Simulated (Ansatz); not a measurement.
Geometry optimisation, RKS BLYP/def2-SVP in Ansatz 0.2.0.

Input file:

```yaml
crystal:
  periodic: [false, false, false]
  atoms:
    - { symbol: Si, position_ang: [0.768399, 0.818091, -0.485306] }
    - { symbol: "N", position_ang: [-1.946176, -0.356196, 0.561402] }
    - { symbol: H, position_ang: [2.038648, 1.491839, -0.9022] }
    - { symbol: H, position_ang: [-0.299001, 1.150261, -1.496905] }
    - { symbol: O, position_ang: [0.435464, 1.48169, 1.030942] }
    - { symbol: H, position_ang: [-1.026482, -0.799895, 0.564173] }
    - { symbol: C, position_ang: [1.083084, -1.037096, -0.500144] }
    - { symbol: H, position_ang: [-1.965266, 0.440033, -0.078659] }
    - { symbol: H, position_ang: [-2.209282, -0.060455, 1.508349] }
    - { symbol: H, position_ang: [-0.430463, 1.172029, 1.365879] }
    - { symbol: H, position_ang: [1.664894, -1.345748, 0.391372] }
    - { symbol: H, position_ang: [1.703898, -1.279187, -1.389411] }
    - { symbol: H, position_ang: [0.182084, -1.675267, -0.569592] }
basis:
  gaussian: { orbitals: def2-SVP }
hamiltonian:
  xc: blyp
relax:
  f_tol: 0.03
  max_steps: 50
output:
  orbitals: {}
```

Launched with:

```bash
$ ansatz run input.yaml --threads 2 --pin off --max-ram 3072MiB --backend cpu --events-out ev --progress --plain --runs-dir out
```

Q: Where does it end, and by what steps?

A: The run converged. The force dipped under the threshold on the way, but the program's further checks kept it going. After 20 steps the energy has fallen by 0.302 eV; H6 moved furthest, 1.48 Å.

```csv
step,energy less start (eV),largest force component (eV/Å),accepted
0,0.0000,0.544,yes
1,-0.1333,0.289,yes
2,-0.1965,0.253,yes
3,-0.2201,0.473,yes
4,-0.2529,0.224,yes
5,-0.2723,0.305,yes
6,-0.2829,0.273,yes
7,-0.2899,0.209,yes
8,-0.2946,0.176,yes
9,-0.2972,0.149,yes
10,-0.2987,0.106,yes
11,-0.2998,0.068,yes
12,-0.3004,0.077,yes
13,-0.3008,0.063,yes
14,-0.3013,0.026,yes
15,-0.3017,0.024,yes
16,-0.3018,0.072,yes
17,-0.3020,0.048,yes
18,-0.3022,0.022,yes
19,-0.3023,0.041,yes
20,-0.3024,0.022,yes
```

```xyz
13
Properties=species:S:1:pos:R:3
Si 1.077 0.735 -0.603
N -2.821 -0.010 1.310
H 2.239 1.667 -0.458
H 0.254 1.147 -1.800
O 0.188 0.898 0.821
H -2.179 -0.790 1.495
C 1.709 -1.029 -0.888
H -2.776 0.228 0.311
H -2.509 0.804 1.853
H -0.727 0.546 0.817
H 2.328 -1.376 -0.034
H 2.338 -1.068 -1.803
H 0.877 -1.752 -1.023
```

Whether the end is a true minimum wasn't checked by a vibrational analysis.

The run took 27 s on 2 threads of Intel(R) Xeon(R) Platinum 8488C (Sapphire Rapids) (shared host), peak memory 0.17 GiB.
